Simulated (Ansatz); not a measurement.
HAlCl, SMILES `[AlH-][Cl]` (lower singlet) (charge -1, multiplicity 1). This singlet lies 1.12 eV below the relaxed triplet at the level frozen-core CCSD(T)/aug-cc-pVTZ // PBE0-D3(BJ)/def2-TZVPD (Ansatz, a quantum-chemistry and plane-wave program).

These are PBE/aug-cc-pVTZ // PBE0-D3(BJ)/def2-TZVPD (Ansatz) values and carry that method's errors.

Ansatz 0.2 input:
```yaml
crystal:
  periodic: [false, false, false]
  atoms:
    - { symbol: Al, position_ang: [-0.327171, 0.85452, 0.0] }
    - { symbol: Cl, position_ang: [1.645201, -0.332634, 0.0] }
    - { symbol: H, position_ang: [-1.31803, -0.521886, 0.0] }
basis:
  gaussian: { orbitals: aug-cc-pVTZ }
hamiltonian:
  xc: pbe
total_charge: -1
```

Output:

```
Functional definition: PBE
760 factors; their error is unknown
mean field evaluation 1: about -19124.6689 eV, gradient 3.8e1 eV
mean field evaluation 2: about -19116.8681 eV, gradient 5.9e1 eV
mean field evaluation 4: about -19129.6396 eV, gradient 4.7e0 eV
mean field evaluation 8: about -19129.6970 eV, gradient 9.8e-2 eV
mean field evaluation 16: about -19129.6970 eV, gradient 4.6e-5 eV
mean field -19129.69703453 eV, -703.0033994445 hartree, gradient 4.6e-5 eV, S^2 0.000000; 0 other end points of the search recorded, 0 dependent functions left out
reference -19129.69708335 eV, -703.0034012385 hartree; 16, 16 occupied and 107, 107 virtual orbitals, 760 factors
Total energy: -19129.69708335 eV, -703.0034012385 hartree
```
